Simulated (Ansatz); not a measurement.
Species: BN₂H₄, charge 0, doublet. BN2H4 (SMILES [NH]BN, doublet).
B3LYP-D3(BJ)/def2-TZVP minimum from Ansatz (an electronic-structure program):
```
B
N 1 1.3997
H 2 1.0045 1 122.52
H 2 1.0064 3 114.25 1 179.92
N 1 1.4267 2 123.94 3 175.42
H 5 1.0179 1 118.49 2 112.81
H 1 1.2037 2 119.04 3 0.60
```
Charge 0, spin multiplicity 2.

Total energies in hartree (Ansatz). UHF or UKS for unpaired electrons; spin-orbit terms are left out. Correlated methods leave the cores frozen. No relativity. For partners of very few electrons the exact lower level stands in for a higher one.

```csv
species,HF/cc-pVTZ,CCSD(T)/cc-pVTZ,HF/cc-pVQZ,CCSD(T)/cc-pVQZ,CCSD(T)/cc-pVDZ,CCSDT(Q)/cc-pVDZ
"1: BN2H4 (SMILES [NH]BN, doublet)",-135.98940,-136.52588,-135.99986,-136.56764,-136.38153,-136.38332
2: B (doublet),-24.53207,-24.59810,-24.53297,-24.60084,-24.58941,-24.58977
3: H (doublet),-0.49981,-0.49981,-0.49995,-0.49995,-0.49928,-0.49928
4: N (quartet),-54.40069,-54.51471,-54.40372,-54.52482,-54.47850,-54.47866
```

**Question.** Work out the atomisation energy (electronic, to ground-state atoms) in kcal/mol: take Hartree-Fock from cc-pVQZ, extrapolate the CCSD(T) correlation energy as X^-3 (X = 3, 4), and add CCSDT(Q) - CCSD(T) in cc-pVDZ. 1 hartree = 627.51 kcal/mol.

**Answer.** 
Species 1: correlation (64·(-0.56778) - 27·(-0.53648))/37 = -0.59062; step -0.00179; E1 = -135.99986 + (-0.59062) + (-0.00179) = -136.59227
Species 2: correlation (64·(-0.06787) - 27·(-0.06603))/37 = -0.06921; step -0.00036; E2 = -24.53297 + (-0.06921) + (-0.00036) = -24.60254
Species 3: correlation (64·(0.00000) - 27·(0.00000))/37 = 0.00000; step +0.00000; E3 = -0.49995 + (0.00000) + (+0.00000) = -0.49995
Species 4: correlation (64·(-0.12110) - 27·(-0.11402))/37 = -0.12627; step -0.00016; E4 = -54.40372 + (-0.12627) + (-0.00016) = -54.53015
-1·E1 +1·E2 +4·E3 +2·E4 = 0.92963 hartree = 583.4 kcal/mol.
